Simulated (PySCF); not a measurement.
## MCa cations for M along group 14

PBE with double-zeta basis sets in PySCF, for the lowest determinant that a PBE0 search found; no spin–orbit coupling. De refers to high-spin ground-configuration atoms (the charge goes to the atom of lower measured ionisation energy or higher electron affinity, which is not always the lowest computed limit). A positive dipole points towards Ca; it is taken about the centre of mass and depends on that origin.

| M | basis | charged atom | state (unpaired electrons) | Re (Å) | ωe (cm⁻¹) | De (eV) | μ (D) |
| --- | --- | --- | --- | --- | --- | --- | --- |
| C | def2-SVP | Ca+ | quartet (σ ↑, π ↑↑) | 2.172 | 569 | 2.99 | 6.42 |
| Si | pcseg-1 | Ca+ | quartet (σ ↑, π ↑↑) | 2.680 | 307 | 1.93 | 6.99 |
| Ge | pcseg-1 | Ca+ | quartet (σ ↑, π ↑↑) | 2.728 | 236 | 1.87 | 9.87 |
| Pb | def2-SVP | Ca+ | doublet (π ↑) | 3.262 | 150 | n/a | 10.32 |

The shortest bond is that of CaC⁺ (2.172 Å), the longest that of CaPb⁺ (3.262 Å).

The rows differ in basis set, which adds steps of its own.

The state changes along the series, so neighbouring rows are not always alike in their bonding.

Spin–orbit coupling is left out, which matters for elements this heavy, above all for dissociation energies. For an ion De counts to the pair picked by the measured ionisation energies or electron affinities, which need not be the lowest pair at this level. States were picked by a PBE0 search and need not be the measured ground states.
